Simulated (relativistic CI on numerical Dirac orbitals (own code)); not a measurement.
## Kr⁷⁺: what numerical and physical settings do to a radial Dirac CI calculation

Reference input:

```
atom Kr  Z=36  charge=7  electrons=29
nucleus A=84  rms_radius_fm=4.1884
hamiltonian dirac-coulomb  breit=on  qed=on  c_scale=1
orbitals kli  potential=per-configuration
slater_scale 1
correlation none
mixing on
grid step=0.0125 r_max=25.2
scf mixing=0.4 start=green max_iterations=150 tolerance=2e-08 node_fill=0.05
configurations
  [Ar] 3d10 4s
  [Ar] 3d10 4p
  [Ar] 3d10 4d
  [Ar] 3d10 4f
  [Ar] 3d10 5s
end
```

Computed lowest total energy -2772.92313 Ha, first excitation 142448.6 cm⁻¹, 60 SCF steps. Runs with settings changed; * marks those that are bad on purpose:

```csv
Changed,Outcome,Lowest level,ΔE (Ha),First excitation (cm⁻¹),SCF steps,Message
"grid step 0.006, Breit term off, SCF tolerance 0.0001",converged,4s 2S_1/2,-1.42,142287.5,41,
SCF mixing 0.7,converged,4s 2S_1/2,-1e-11,142448.6,51,
Breit term off,converged,4s 2S_1/2,-1.42,142287.3,60,
"Slater scale 0.5, iteration limit 20",converged,4s 2S_1/2,0,142448.6,60,
node fill of the KLI weights 5 *,converged,4s 2S_1/2,0.263,144709.4,61,
configuration list: overfill *,refused,,,,0,configuration [Ar] 4s3: a shell holds more than 4l+2 electrons
```
